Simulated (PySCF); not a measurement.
**Electron correlation in Ru²⁺ (ruthenium, charge +2)**

[Kr] 4d5 5p1, high-spin 7P determinant (an excited configuration). Calculation: PySCF 2.14, in aug-cc-pVTZ-DK (9s8p6d3f2g, 102 functions); scalar relativity by spin-free X2C-1e. Frozen: [Kr]; 6 electrons correlated.

MP2 pair energies summed by pair of shells (mhartree):

| pair | energy | share (%) |
| --- | --- | --- |
| 4d-4d | -58.68 | 78.1 |
| 4d-5p | -16.48 | 21.9 |

Total MP2 correlation energy: -75.16 mhartree.

Same-spin part -75.16 and opposite-spin part 0.00 mhartree; SCS-MP2 scales them by 1/3 and 6/5 to -25.05 mhartree.
